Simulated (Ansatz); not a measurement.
Relaxation of F₂H₉NSi₂ (14 atoms, charge 0, multiplicity 1), to a largest force component of 0.03 eV/Å in at most 50 steps.

These are results of Ansatz, RKS r2SCAN-D4/def2-SVP, not measurements.

```xyz
14
Properties=species:S:1:pos:R:3
Si -1.039 -0.586 -0.600
N 0.357 -1.613 -0.106
H -1.750 -1.176 -1.788
H -2.012 -0.589 0.525
Si -0.221 1.536 -1.186
H 0.426 0.972 2.042
F -0.383 1.207 1.691
H 1.573 -0.998 1.751
F 1.961 -0.511 2.423
H 1.089 -1.653 -0.817
H 0.087 -2.578 0.094
H 1.165 1.717 -0.657
H -1.106 2.628 -0.691
H -0.146 1.644 -2.679
```

Q: Where does it end, and by what steps?

A: The run converged. After 14 steps the energy has fallen by 0.665 eV; F9 moved furthest, 0.83 Å.

```json
{"step": "0", "energy less start (eV)": "0.0000", "largest force component (eV/Å)": "1.209", "accepted": "yes"}
{"step": "1", "energy less start (eV)": "-0.2442", "largest force component (eV/Å)": "0.702", "accepted": "yes"}
{"step": "2", "energy less start (eV)": "-0.4481", "largest force component (eV/Å)": "0.566", "accepted": "yes"}
{"step": "3", "energy less start (eV)": "-0.5320", "largest force component (eV/Å)": "1.576", "accepted": "yes"}
{"step": "4", "energy less start (eV)": "-0.6283", "largest force component (eV/Å)": "0.673", "accepted": "yes"}
{"step": "5", "energy less start (eV)": "-0.6506", "largest force component (eV/Å)": "0.148", "accepted": "yes"}
{"step": "6", "energy less start (eV)": "-0.6545", "largest force component (eV/Å)": "0.069", "accepted": "yes"}
{"step": "7", "energy less start (eV)": "-0.6544", "largest force component (eV/Å)": "0.145", "accepted": "no"}
{"step": "8", "energy less start (eV)": "-0.6586", "largest force component (eV/Å)": "0.041", "accepted": "yes"}
{"step": "9", "energy less start (eV)": "-0.6610", "largest force component (eV/Å)": "0.067", "accepted": "yes"}
{"step": "10", "energy less start (eV)": "-0.6626", "largest force component (eV/Å)": "0.131", "accepted": "yes"}
{"step": "11", "energy less start (eV)": "-0.6641", "largest force component (eV/Å)": "0.097", "accepted": "yes"}
{"step": "12", "energy less start (eV)": "-0.6650", "largest force component (eV/Å)": "0.053", "accepted": "yes"}
{"step": "13", "energy less start (eV)": "-0.6648", "largest force component (eV/Å)": "0.068", "accepted": "no"}
{"step": "14", "energy less start (eV)": "-0.6654", "largest force component (eV/Å)": "0.006", "accepted": "yes"}
```

```xyz
14
Properties=species:S:1:pos:R:3
Si -0.992 -0.584 -0.546
N 0.396 -1.559 0.108
H -1.488 -1.294 -1.772
H -2.064 -0.651 0.480
Si -0.161 1.554 -1.038
H 0.525 0.694 1.856
F -0.350 1.095 1.744
H 1.192 -0.806 1.062
F 1.698 -0.182 1.710
H 1.055 -1.821 -0.629
H 0.092 -2.432 0.546
H 1.219 1.657 -0.481
H -1.054 2.623 -0.514
H -0.068 1.708 -2.527
```

Whether the end is a true minimum wasn't checked by a vibrational analysis.

The run took 66 s on 4 threads of Arm Neoverse N1, with other jobs on the host, peak memory 0.22 GiB.
